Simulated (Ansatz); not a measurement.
A single point on CH6GaOSb (`[CH3][Sb]([OH])[GaH2]`).

```yaml
crystal:
  periodic: [false, false, false]
  atoms:
    - {symbol: C, position_ang: [-0.276423, 1.563327, 0.383746]}
    - {symbol: Sb, position_ang: [-0.302636, 0.275059, -1.369117]}
    - {symbol: O, position_ang: [-1.949777, -0.729867, -0.913629]}
    - {symbol: Ga, position_ang: [1.405697, -1.389716, -0.235446]}
    - {symbol: H, position_ang: [0.683543, 2.079379, 0.445855]}
    - {symbol: H, position_ang: [-0.449760, 1.003890, 1.302593]}
    - {symbol: H, position_ang: [-1.069926, 2.299811, 0.258366]}
    - {symbol: H, position_ang: [-1.836158, -1.286683, -0.139106]}
    - {symbol: H, position_ang: [2.959641, -1.131777, -0.204745]}
    - {symbol: H, position_ang: [0.835800, -2.683422, 0.471483]}
basis:
  gaussian: {orbitals: def2-TZVPP}
hamiltonian: {xc: pbe}
correlation: {method: rpa}
```

```sh
$ ansatz run in.yaml --threads 4 --pin off --events-out ev --progress --plain
```

Output, abridged:

```
Functional definition: PBE
1624 factors; integrals over basis functions are off by at most 1.2e-3 eV
mean field evaluation 1: about -62069.8831 eV, gradient 9.6e1 eV
mean field evaluation 2: about -62069.8744 eV, gradient 9.6e1 eV
mean field evaluation 4: about -62071.9491 eV, gradient 7.5e1 eV
mean field evaluation 8: about -62087.2958 eV, gradient 1.5e0 eV
mean field evaluation 16: about -62087.3005 eV, gradient 1.0e-3 eV
mean field -62087.30047364 eV, -2281.6662081224 hartree, gradient 1.0e-6 eV, S^2 0.000000; 1 other end points of the search recorded, 0 dependent functions left out
15 core orbitals not correlated: weight in the atoms' cores, before any rotation towards them, 1.000 or more for the frozen orbitals, at most 0.000 for the correlated occupied ones
reference -62006.84209351 eV, -2278.7094171895 hartree; 22, 22 occupied and 207, 207 virtual orbitals, 1624 factors
Total energy: -62048.73419919 eV, -2280.2489236778 hartree
```

Run time 9 s (4 threads of a server CPU on a shared host); peak host memory 0.66 GiB.
